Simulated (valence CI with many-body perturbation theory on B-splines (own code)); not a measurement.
E1 transitions of Au LXXIV

Computed by relativistic CI+MBPT: four valence electrons over a frozen Dirac-Fock core [He], a basis of 11 s, 11 p, 10 d, 8 f, 5 g, 2 h functions for each j, with the one-electron correlation potential Σ1 (screened to all orders), the two-electron term Σ2, the three-electron term Σ3, Breit, model QED; selected single and double excitations, second order for the rest, scaled by the run's own slope (own B-spline code, finite nucleus).

The last digits are not significant, and no measured levels were compared; by estimate large intervals hold to a few tenths of a per cent, small ones and those within an open d or f shell to about a per cent. Among the levels kept, up to 1300 cm⁻¹ of a level comes from second order outside the variational space, and about a tenth of that is noise between levels of different J, which matters for small intervals.

Lines 101 to 150 of 568 in falling wavelength, among levels below 1274.9 Ry, chosen from the strongest by gf and those to the six lowest levels. Wavelengths and rates use the calculated energies. Electric multipoles are in the length gauge, E1 and E2 with the static RPA response of the core. Weak lines are less certain than strong ones. Lines between different terms over intervals too small for the method are left out, as are lines whose strength nearly cancels. The highest levels of a list are the least certain.

Levels are named by their leading jj configuration (3d3/2^4 stands for four electrons in 3d with j = 3/2), which in mixed levels can hold well under half, so a name can repeat and another be missing. Letters in brackets count levels of one name in rising energy.

| λ vac (Å) | Upper | Lower | A (s⁻¹) | S (a.u.) with core polarisation | S without |
| --- | --- | --- | --- | --- | --- |
| 18.69 | (2s 2p1/2 2p3/2 3d3/2) J=4 | (2s 2p1/2 2p3/2 3p1/2) J=3 | 1.68e+12 | 4.88e-02 | 4.88e-02 |
| 18.69 | (2s 2p3/2^2 3p3/2) J=2 [b] | (2s 2p3/2^2 3s) J=2 [b] | 4.28e+11 | 6.89e-03 | 6.89e-03 |
| 18.65 | (2s^2 2p3/2 3d3/2) J=1 | (2s^2 2p3/2 3p1/2) J=1 | 1.43e+12 | 1.37e-02 | 1.37e-02 |
| 18.64 | (2s 2p1/2 2p3/2 3d3/2) J=1 [a] | (2s 2p1/2 2p3/2 3p1/2) J=1 [a] | 1.47e+12 | 1.41e-02 | 1.41e-02 |
| 18.63 | (2p1/2^2 2p3/2 3d3/2) J=1 | (2p1/2^2 2p3/2 3p1/2) J=1 | 1.43e+12 | 1.37e-02 | 1.37e-02 |
| 18.62 | (2s 2p1/2 2p3/2 3p3/2) J=2 [c] | (2s 2p1/2 2p3/2 3s) J=1 [c] | 2.24e+12 | 3.57e-02 | 3.57e-02 |
| 18.62 | (2s 2p1/2 2p3/2 3p3/2) J=3 [c] | (2s 2p1/2 2p3/2 3s) J=2 [c] | 2.27e+12 | 5.05e-02 | 5.05e-02 |
| 18.60 | (2s 2p1/2 2p3/2 3d3/2) J=1 [c] | (2s 2p1/2 2p3/2 3p1/2) J=0 | 1.13e+12 | 1.07e-02 | 1.07e-02 |
| 18.60 | (2s 2p3/2^2 3d3/2) J=1 [c] | (2s 2p3/2^2 3p1/2) J=1 [a] | 9.37e+11 | 8.92e-03 | 8.92e-03 |
| 18.53 | (2p1/2^2 2p3/2 3p3/2) J=3 | (2p1/2^2 2p3/2 3s) J=2 | 2.44e+12 | 5.35e-02 | 5.36e-02 |
| 18.45 | (2s 2p1/2 2p3/2 3d3/2) J=3 [b] | (2s 2p1/2 2p3/2 3p1/2) J=3 | 8.81e+11 | 1.91e-02 | 1.91e-02 |
| 18.44 | (2s^2 2p3/2 3p3/2) J=3 | (2s^2 2p3/2 3s) J=2 | 2.71e+12 | 5.88e-02 | 5.88e-02 |
| 18.44 | (2s 2p3/2^2 3p3/2) J=4 | (2s 2p3/2^2 3s) J=3 | 2.72e+12 | 7.57e-02 | 7.57e-02 |
| 18.40 | (2s 2p1/2 2p3/2 3p3/2) J=3 [a] | (2s 2p1/2 2p3/2 3s) J=2 [a] | 2.68e+12 | 5.76e-02 | 5.76e-02 |
| 18.38 | (2s 2p1/2 2p3/2 3p3/2) J=2 [a] | (2s 2p1/2 2p3/2 3s) J=1 [a] | 9.49e+11 | 1.45e-02 | 1.45e-02 |
| 18.33 | (2s 2p3/2^2 3p3/2) J=3 [a] | (2s 2p3/2^2 3s) J=3 | 1.55e+12 | 3.30e-02 | 3.30e-02 |
| 18.33 | (2s 2p3/2^2 3p3/2) J=2 [b] | (2s 2p3/2^2 3s) J=1 [a] | 1.88e+12 | 2.85e-02 | 2.85e-02 |
| 18.32 | (2s 2p1/2 2p3/2 3p3/2) J=3 [b] | (2s 2p1/2 2p3/2 3s) J=2 [b] | 9.79e+11 | 2.08e-02 | 2.08e-02 |
| 18.32 | (2s 2p3/2^2 3p3/2) J=2 [c] | (2s 2p3/2^2 3s) J=2 [b] | 7.06e+11 | 1.07e-02 | 1.07e-02 |
| 18.29 | (2s 2p1/2 2p3/2 3p3/2) J=4 | (2s 2p1/2 2p3/2 3s) J=3 | 2.37e+12 | 6.44e-02 | 6.44e-02 |
| 18.26 | (2s 2p1/2 2p3/2 3p3/2) J=1 [b] | (2s 2p1/2 2p3/2 3s) J=2 [b] | 2.33e+12 | 2.10e-02 | 2.10e-02 |
| 18.22 | (2s 2p1/2 2p3/2 3d3/2) J=2 [b] | (2s 2p1/2 2p3/2 3p1/2) J=3 | 4.83e+11 | 7.20e-03 | 7.20e-03 |
| 18.17 | (2s 2p3/2^2 3p3/2) J=2 [c] | (2s 2p3/2^2 3s) J=1 [b] | 9.70e+11 | 1.44e-02 | 1.44e-02 |
| 18.11 | (2s 2p1/2 2p3/2 3p3/2) J=2 [d] | (2s 2p1/2 2p3/2 3s) J=2 [c] | 1.14e+12 | 1.67e-02 | 1.67e-02 |
| 18.08 | (2s^2 2p1/2 3p3/2) J=2 | (2s^2 2p1/2 3s) J=1 | 2.84e+12 | 4.14e-02 | 4.14e-02 |
| 18.06 | (2s 2p3/2^2 3p3/2) J=1 [b] | (2s 2p3/2^2 3s) J=1 [a] | 9.38e+11 | 8.18e-03 | 8.19e-03 |
| 18.05 | (2s^2 2p1/2 3p3/2) J=1 | (2s^2 2p1/2 3s) J=1 | 1.01e+12 | 8.80e-03 | 8.80e-03 |
| 18.02 | (2s 2p1/2 2p3/2 3p3/2) J=0 [a] | (2s 2p1/2 2p3/2 3s) J=1 [a] | 2.55e+12 | 7.38e-03 | 7.38e-03 |
| 18.00 | (2s 2p1/2 2p3/2 3p3/2) J=1 [c] | (2s 2p1/2 2p3/2 3s) J=1 [c] | 1.25e+12 | 1.08e-02 | 1.08e-02 |
| 17.97 | (2s 2p3/2^2 3p3/2) J=2 [c] | (2s 2p3/2^2 3s) J=1 [a] | 9.13e+11 | 1.31e-02 | 1.31e-02 |
| 17.96 | (2s^2 2p1/2 3p3/2) J=1 | (2s^2 2p1/2 3s) J=0 | 1.98e+12 | 1.70e-02 | 1.70e-02 |
| 17.93 | (2p1/2^2 2p3/2 3p3/2) J=2 | (2p1/2^2 2p3/2 3s) J=1 | 1.42e+12 | 2.02e-02 | 2.02e-02 |
| 17.92 | (2s 2p1/2 2p3/2 3p3/2) J=2 [b] | (2s 2p1/2 2p3/2 3s) J=3 | 6.77e+11 | 9.61e-03 | 9.62e-03 |
| 17.90 | (2s 2p1/2^2 3p3/2) J=2 | (2s 2p1/2^2 3s) J=1 | 2.76e+12 | 3.91e-02 | 3.91e-02 |
| 17.89 | (2s 2p3/2^2 3p3/2) J=2 [a] | (2s 2p3/2^2 3s) J=2 [a] | 2.15e+12 | 3.03e-02 | 3.03e-02 |
| 17.85 | (2s 2p1/2 2p3/2 3p3/2) J=2 [d] | (2s 2p1/2 2p3/2 3s) J=1 [b] | 1.73e+12 | 2.42e-02 | 2.42e-02 |
| 17.80 | (2s^2 2p3/2 3p3/2) J=2 | (2s^2 2p3/2 3s) J=1 | 1.58e+12 | 2.20e-02 | 2.20e-02 |
| 17.79 | (2s 2p1/2 2p3/2 3p3/2) J=1 [c] | (2s 2p1/2 2p3/2 3s) J=0 | 1.47e+12 | 1.23e-02 | 1.23e-02 |
| 17.76 | (2s 2p1/2^2 3p3/2) J=1 | (2s 2p1/2^2 3s) J=1 | 1.05e+12 | 8.69e-03 | 8.70e-03 |
| 17.67 | (2p1/2^2 2p3/2 3p3/2) J=2 | (2p1/2^2 2p3/2 3s) J=2 | 1.41e+12 | 1.92e-02 | 1.92e-02 |
| 17.62 | (2s 2p1/2 2p3/2 3p3/2) J=1 [d] | (2s 2p1/2 2p3/2 3s) J=1 [b] | 1.89e+12 | 1.53e-02 | 1.53e-02 |
| 17.56 | (2s 2p1/2 2p3/2 3p3/2) J=3 [b] | (2s 2p1/2 2p3/2 3s) J=3 | 1.61e+12 | 3.01e-02 | 3.01e-02 |
| 17.56 | (2s 2p1/2 2p3/2 3p3/2) J=2 [a] | (2s 2p1/2 2p3/2 3s) J=2 [a] | 1.06e+12 | 1.42e-02 | 1.42e-02 |
| 17.55 | (2s^2 2p3/2 3p3/2) J=2 | (2s^2 2p3/2 3s) J=2 | 1.56e+12 | 2.08e-02 | 2.08e-02 |
| 17.28 | (2s 2p3/2^2 3p3/2) J=1 [c] | (2s 2p3/2^2 3s) J=1 [b] | 2.56e+12 | 1.95e-02 | 1.95e-02 |
| 17.21 | (2p1/2^2 2p3/2 3p3/2) J=0 | (2p1/2^2 2p3/2 3s) J=1 | 3.24e+12 | 8.15e-03 | 8.15e-03 |
| 17.10 | (2s 2p3/2^2 3p3/2) J=2 [a] | (2s 2p3/2^2 3s) J=3 | 7.60e+11 | 9.38e-03 | 9.38e-03 |
| 17.06 | (2s^2 2p3/2 3p3/2) J=0 | (2s^2 2p3/2 3s) J=1 | 3.57e+12 | 8.75e-03 | 8.76e-03 |
| 5.689 | (2s 2p3/2^2 3p3/2) J=3 [a] | (2s^2 2p3/2 3p3/2) J=2 | 4.07e+12 | 2.59e-03 | 2.59e-03 |
| 5.686 | (2s 2p3/2^2 3d5/2) J=4 | (2s^2 2p3/2 3d5/2) J=3 | 2.81e+12 | 2.29e-03 | 2.30e-03 |
